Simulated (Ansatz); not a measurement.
Ansatz results at the PBE0-D4/def2-TZVP geometry: LUMO energy (B3LYP/def2-TZVPP) -0.70 eV; size of the dipole moment (ωB97M-V/def2-TZVPP) 2.67 D; HOMO–LUMO gap (PBE0/def2-TZVPP) 6.23 eV.

Each molecule was computed in one conformer, which needn't be the lowest.

Question: Which molecule gave them?
A. `CCC1=CS1`
B. `[SnH3][CH]1C[SiH2]1`
C. `O[C]1=[N][Al]1[OH]`
D. `C[C](C)([GaH2])CO`

Answer: D. The others give `[SnH3][CH]1C[SiH2]1`: -0.30, 0.77, 6.79; `O[C]1=[N][Al]1[OH]`: -1.72, 3.04, 4.76; `CCC1=CS1`: -0.30, 2.92, 5.21.

B3LYP here is the variant with VWN-RPA as its local correlation; programs differ in this.
